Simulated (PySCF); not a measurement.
N,N-disilylpropan-2-amine (C3H13NSi2), SMILES CC(C)N([SiH3])[SiH3].

Coordinates come from a B3LYP-D3(BJ)/def2-SVP optimisation. Other conformers were not sampled.

Computed with PySCF with TDA-PBE/def2-SVPD.

Vertical excitations. The molecule is in vacuum.

Computed excitation energies, oscillator strengths and character:
| state | energy (eV) | λ (nm) | f | main pairs |
|---|---|---|---|---|
| S1 | 5.08 | 244 | 0.003 | HOMO→LUMO 98 % |
| S2 | 5.59 | 222 | 0.015 | HOMO→LUMO+1 98 % |
| S3 | 5.93 | 209 | 0.002 | HOMO→LUMO+2 83 %, HOMO→LUMO+3 16 % |
| S4 | 6.07 | 204 | 0.007 | HOMO→LUMO+3 69 %, HOMO→LUMO+4 16 % |
| S5 | 6.18 | 201 | 0.005 | HOMO→LUMO+4 80 % |
| S6 | 6.25 | 198 | 0.005 | HOMO→LUMO+5 93 % |
| T1 | 4.88 | 254 | 0 | HOMO→LUMO 99 % |
| T2 | 5.41 | 229 | 0 | HOMO→LUMO+1 99 % |
Triplets are in the Tamm–Dancoff approximation.
